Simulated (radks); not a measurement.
Task: These are the eigenvalues of the occupied orbitals of an atom or ion with whole-number occupations (hartree). Calculated with a radial shooting solver on a logarithmic mesh with Libxc functionals: scalar-relativistic Kohn-Sham, BLYP, spin-polarised, spherical densities, finite nucleus; Fermi nuclear charge, rms radius of each element as measured or else 0.836 A^(1/3) + 0.57 fm.

| orbital | eigenvalue |
|---|---|
| 1s | -3414.301 |
| 2s | -848.6858 |

Which element is it, and in what charge state? The configuration may be excited. Open shells, if any, are filled with parallel spins first.

Result: Z = 80, mercury, charge +76: Hg76+ in [He] 2s2. The 1s level, -3414.3 hartree, gives Z - s = 82.6 by -(Z - s)^2/2, which with screening and relativity narrows Z to a few neighbours, and with so few levels the electron count can be read from the list.
